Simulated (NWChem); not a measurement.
System: TiH₄; SMILES [TiH4]

NWChem input:

```
start job
memory heap 200 mb stack 900 mb global 1100 mb
geometry units angstroms noautosym nocenter noautoz
  Ti    -0.000010    -0.000000    -0.000013
  H     -0.074848    -1.355727     0.997582
  H      0.123295     1.387916     0.947181
  H     -1.395811     0.084066    -0.939919
  H      1.347376    -0.116251    -1.004877
end
basis spherical
  * library def2-svpd
end
dft
  xc b3lyp
  iterations 150
end
property
  response 1 0.0
end
task dft property
```

Geometry: optimised at PBE0/def2-SVP. B3LYP is NWChem's, with the RPA form of VWN correlation.

Static field.

Predict the main results of this run. (B3LYP/def2-SVPD.) Quantities: isotropic polarisability (bohr³); anisotropy (bohr³).


```
Quantity                          Value
--------------------------------  -----
isotropic polarisability (bohr³)   47.4
anisotropy (bohr³)                  0.0
```
